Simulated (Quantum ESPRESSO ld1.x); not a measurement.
Question: F+, configuration [He] 2s2 2p3 3d1 (not the ground configuration). Method: Dirac Kohn-Sham, BP86, spin-unpolarised, spherical densities, point nucleus; open shells fill j = l - 1/2 first; computed with ld1.x of Quantum ESPRESSO 7.5.

Spin-orbit splittings of the eigenvalues, e(l+1/2) - e(l-1/2), with zeta = 2 splitting/(2l+1) and mean radii in bohr:

shell  occ.  splitting (eV)  zeta (eV)  <r> j=l-1/2  <r> j=l+1/2
2p        3         0.08687    0.05791       0.8967       0.8981
3p        0        0.006453   0.004302        3.831        3.834
3d        1               ?          ?        4.974        4.975

Estimate the 3d splitting.

Answer: 0.0001812 eV (zeta = 0.00007247 eV).
